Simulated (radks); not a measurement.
The numbers below are computed, except where a source is named.
Dy3.5+, 62.5 electrons, occupied as [Kr] 4d10 4f(up 4.5, down 4.5) 5p6 5s(up 1, down 0.5) (fractional occupations, a model configuration).

Level of theory: scalar-relativistic Kohn-Sham, PBEsol, spin-polarised, spherical densities, point nucleus (a radial shooting solver on a logarithmic mesh with Libxc functionals).

Energy parts (hartree):
total: -12150.1347
kinetic: 13108.9262
electron-nucleus: -29647.1236
Hartree: 4645.7174
exchange-correlation: -257.6548

Orbitals (lengths in bohr, moments of r in powers of bohr; <r^-3> diverges for s and p1/2):
| orbital | occ. | eigenvalue (hartree) | <r^2> | <r^-3> | <r^4> |
|---|---|---|---|---|---|
| 1s up | 1 | -1972.778 | 0.0006096 | - | 9.920e-07 |
| 1s down | 1 | -1972.776 | 0.0006096 | - | 9.920e-07 |
| 2s up | 1 | -329.7885 | 0.009524 | - | 0.0001560 |
| 2s down | 1 | -329.7871 | 0.009524 | - | 0.0001560 |
| 2p up | 3 | -292.8066 | 0.007710 | 12800 | 0.0001175 |
| 2p down | 3 | -292.8052 | 0.007710 | 12800 | 0.0001175 |
| 3s up | 1 | -74.59199 | 0.06290 | - | 0.005965 |
| 3s down | 1 | -74.59052 | 0.06290 | - | 0.005965 |
| 3p up | 3 | -63.24161 | 0.06318 | 2723 | 0.006274 |
| 3p down | 3 | -63.24011 | 0.06318 | 2723 | 0.006274 |
| 3d up | 5 | -48.64405 | 0.05286 | 364.5 | 0.004960 |
| 3d down | 5 | -48.64258 | 0.05286 | 364.5 | 0.004960 |
| 4s up | 1 | -15.96128 | 0.3166 | - | 0.1458 |
| 4s down | 1 | -15.95857 | 0.3165 | - | 0.1457 |
| 4p up | 3 | -12.22079 | 0.3581 | 612.6 | 0.1918 |
| 4p down | 3 | -12.21772 | 0.3579 | 612.7 | 0.1916 |
| 4d up | 5 | -7.12789 | 0.4289 | 68.79 | 0.2995 |
| 4d down | 5 | -7.12364 | 0.4284 | 68.84 | 0.2987 |
| 4f up | 4.5 | -1.58245 | 0.8130 | 9.739 | 1.658 |
| 4f down | 4.5 | -1.57439 | 0.8098 | 9.775 | 1.650 |
| 5s up | 1 | -3.17410 | 1.791 | - | 4.681 |
| 5s down | 0.5 | -3.15642 | 1.795 | - | 4.705 |
| 5p up | 3 | -2.25101 | 2.385 | 88.28 | 8.523 |
| 5p down | 3 | -2.23515 | 2.396 | 87.83 | 8.614 |

The highest occupied level is 4f down at -42.841 eV. The density falls to 0.001 e/bohr^3 at r = 3.12 bohr. Spin moment in Bohr magnetons: 0.5.
